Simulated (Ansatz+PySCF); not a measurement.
Results of a calculation; reference values are marked as such.
Input for Ansatz (development build ahead of 0.2.0):

```yaml
crystal:
  periodic: [false, false, false]
  atoms:
    - { symbol: Be, position_ang: [0.0, 0.0, -0.52983] }
    - { symbol: H, position_ang: [0.0, 0.0, 2.11932] }
basis:
  gaussian: { orbitals: "6-31G" }
magnetization:
  spin_polarized: true
  initial_magnetization: 1
hamiltonian:
  xc: hf
scf:
  omitted_lower_state_checks: [starts, atomic_configurations, cluster_reference, orbital_swaps, given_window_search, neighbouring_geometries, increment]
```

The input is written out in the form of the current development build from the run's settings.

Results

```
Converged                       : yes
Total energy                    : -15.06999 hartree
Spin squared of the determinant : 1.012
Stability test                  : minimum
```

Caution: the unrestricted determinant is spin contaminated.
